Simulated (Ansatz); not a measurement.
Zn, charge +1, doublet; BLYP/cc-pVDZ (Ansatz, a first-principles code).

Input for Ansatz:
Ansatz 0.2 input:
```yaml
crystal:
  periodic: [false, false, false]
  atoms:
    - {symbol: Zn, position_ang: [0.00000000, 0.00000000, 0.00000000]}
basis:
  gaussian:
    orbitals: cc-pVDZ
    point_charges:
      - {charge: 1.0, position_ang: [-1.9714, 1.9467, -1.1507]}
hamiltonian:
  xc: blyp
total_charge: 1
magnetization: {spin_polarized: true, initial_magnetization: 1}
```

The log (banner, timings and long lists left out):

```
Functional definition: BLYP
477 factors; their error is unknown
mean field evaluation 1: about -48409.2775 eV, gradient 8.8e0 eV
mean field evaluation 2: about -48409.0070 eV, gradient 1.7e1 eV
mean field evaluation 4: about -48409.4295 eV, gradient 1.4e-1 eV
mean field evaluation 8: about -48409.4276 eV, gradient 2.7e-3 eV
mean field -48409.42757260 eV, -1779.0136502046 hartree, gradient 3.5e-5 eV, S^2 0.750613; 0 other end points of the search recorded, 0 dependent functions left out
reference -48409.42782207 eV, -1779.0136593724 hartree; 15, 14 occupied and 28, 29 virtual orbitals, 477 factors
Total energy: -48409.42782207 eV, -1779.0136593724 hartree
```
